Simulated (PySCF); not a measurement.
# `InChI=1S/C5H12PSi/c1-4-3-5(2)7(4)6/h5,7H,1,3H2,2,6H3/q+1/t5-,7+/m1/s1`, charge +1

Molfile (atoms numbered from 1):
```
C5H12PSi
     RDKit          3D

 19 19  0  0  0  0  0  0  0  0999 V2000
   -1.1548    2.6485   -0.1378 C   0  0  0  0  0  0  0  0  0  0  0  0
   -0.5137    1.4811   -0.2150 C   0  0  0  0  0  0  0  0  0  0  0  0
    0.8828    1.0643    0.2486 C   0  0  0  0  0  0  0  0  0  0  0  0
    1.1363   -0.2052   -0.6305 C   0  0  1  0  0  0  0  0  0  0  0  0
    1.8775   -1.3720   -0.0111 C   0  0  0  0  0  0  0  0  0  0  0  0
   -0.7092   -0.1725   -1.0265 Si  0  0  1  0  0  4  0  0  0  0  0  0
   -1.7148   -1.4806    0.6366 P   0  0  0  0  0  0  0  0  0  0  0  0
   -2.1513    2.7886   -0.5660 H   0  0  0  0  0  0  0  0  0  0  0  0
   -0.7004    3.5191    0.3490 H   0  0  0  0  0  0  0  0  0  0  0  0
    0.8793    0.7948    1.3205 H   0  0  0  0  0  0  0  0  0  0  0  0
    1.6465    1.8479    0.1189 H   0  0  0  0  0  0  0  0  0  0  0  0
    1.6357    0.1099   -1.5653 H   0  0  0  0  0  0  0  0  0  0  0  0
    1.3867   -1.7360    0.9072 H   0  0  0  0  0  0  0  0  0  0  0  0
    1.9652   -2.2172   -0.7093 H   0  0  0  0  0  0  0  0  0  0  0  0
    2.8992   -1.0750    0.2720 H   0  0  0  0  0  0  0  0  0  0  0  0
   -1.4878   -0.6052   -2.2201 H   0  0  0  0  0  0  0  0  0  0  0  0
   -1.5766   -2.8830    0.5199 H   0  0  0  0  0  0  0  0  0  0  0  0
   -3.1084   -1.2875    0.7667 H   0  0  0  0  0  0  0  0  0  0  0  0
   -1.2133   -1.1926    1.9244 H   0  0  0  0  0  0  0  0  0  0  0  0
  1  2  2  0
  2  3  1  0
  3  4  1  0
  4  5  1  0
  4  6  1  0
  6  7  1  0
  6  2  1  0
  1  8  1  0
  1  9  1  0
  3 10  1  0
  3 11  1  0
  4 12  1  6
  5 13  1  0
  5 14  1  0
  5 15  1  0
  6 16  1  6
  7 17  1  0
  7 18  1  0
  7 19  1  0
M  CHG  1   7   1
M  END
```

The calculation used PySCF 2.14.0, TDDFT CAM-B3LYP/def2-SVPD circular dichroism and optical rotation, one conformer, gas phase. Geometry: PBE0-D3(BJ)/def2-SVP.

(1) What are the CIP labels of the stereocentres?

(2) Which excitations and rotatory strengths does the calculation give?

Answers

(1) C4 R, Si6 R.

(2) Rotatory strengths R in 10⁻⁴⁰ esu² cm², velocity form and length form (origin at the centre of mass); f in length form.
```csv
state,E (eV),λ (nm),f,R (velocity),R (length),main
1,5.88,211,0.138,-92.5,-94.1,"HOMO→LUMO 0.48, HOMO−2→LUMO 0.28"
2,6.01,206,0.107,+83.2,+84.1,"HOMO−2→LUMO 0.45, HOMO→LUMO 0.41"
3,6.05,205,0.009,-18.4,-19.2,"HOMO→LUMO+1 0.71, HOMO−2→LUMO 0.11"
4,6.35,195,0.061,-50.4,-52.3,HOMO−1→LUMO 0.79
5,6.54,190,0.011,-18.7,-18.8,HOMO→LUMO+2 0.88
6,6.60,188,0.042,-11.6,-8.9,HOMO−1→LUMO+1 0.80
7,6.98,178,0.053,+26.4,+26.7,"HOMO−2→LUMO+1 0.63, HOMO−1→LUMO+2 0.17"
8,7.10,175,0.017,+1.9,+2.1,"HOMO−1→LUMO+2 0.68, HOMO−2→LUMO+1 0.09"
```

Among the states computed, the strongest CD band (largest |R|) is state 1. The largest dissymmetry factor in size, g = 4R/(D+G), with D and G the electric and magnetic dipole strengths, is -0.017 for state 5 (velocity form, f = 0.011), among bands with |R| over 0.5. The mirror image has the same energies and oscillator strengths and all R with the opposite sign.
